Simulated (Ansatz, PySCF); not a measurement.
Energy difference R1 → 2 P1, each structure at its B3LYP-D3(BJ)/def2-TZVP stationary point, reached from a drawn start (curvature not checked).
R1: H2O2 (SMILES OO), charge 0, multiplicity 1.
P1: OH (SMILES [OH]), charge 0, multiplicity 2.

P less R. No zero-point or thermal terms; singlets are restricted closed shells; open shells are unrestricted; no spin–orbit coupling.

Run with Ansatz (an electronic-structure program) with Gaussian orbitals; PySCF for the D3/D4 terms. Each number belongs to the level named beside it.

One of these levels gives 2.501 eV for the reaction energy. Which one is it?
A) SVWN5/def2-TZVPP
B) BLYP-D3(BJ)/def2-TZVPP
C) r2SCAN-D3(BJ)/def2-TZVPP

B, BLYP-D3(BJ)/def2-TZVPP. The others give 3.781 (SVWN5/def2-TZVPP), 2.240 (r2SCAN-D3(BJ)/def2-TZVPP)
